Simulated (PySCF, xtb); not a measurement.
C₄H₆OS. Atoms are numbered in the order given.

```xyz
12

C      2.2808    -0.5804     0.4976
C      1.0503    -0.2275     0.1297
O      0.1921    -0.9100    -0.6925
C     -0.9014     0.0172    -0.6858
C     -2.1803    -0.5919    -0.1755
S     -0.0043     1.1750     0.4686
H      2.8618     0.0578     1.1623
H      2.7095    -1.5147     0.1317
H     -1.0222     0.4712    -1.6831
H     -2.0337    -1.0138     0.8289
H     -2.5034    -1.3941    -0.8592
H     -2.9756     0.1684    -0.1337
```

Geometry optimised at B3LYP-D3(BJ)/def2-SVP. The structure was generated by enumeration; whether it is a known compound was not checked.

Method: C-PCM-ωB97X/def2-SVP in PySCF.

The values are the electrostatic part of the solvation free energy, E(continuum) − E(gas) at the gas-phase geometry, in a cavity of scaled van der Waals radii (PySCF's table); cavitation and dispersion terms are not included. In vacuum the orbital gap is 10.44 eV. The dipole moment in vacuum is 1.74 D.

Computed values in water (ε = 78.36), 2-propanol (ε = 19.26), ethylethanoate (ε = 5.99):
```
solvent             ε  ΔG(elec) (kcal/mol)  dipole (D)  gap (eV)
--------------  -----  -------------------  ----------  --------
water           78.36                 -4.1        2.28     10.60
2-propanol      19.26                 -3.9        2.25     10.60
ethylethanoate   5.99                 -3.4        2.17     10.57
```

For comparison, GFN2-xTB/ALPB(water) (xtb, at the GFN2-xTB geometry, all terms of that model) gives -0.4 kcal/mol.
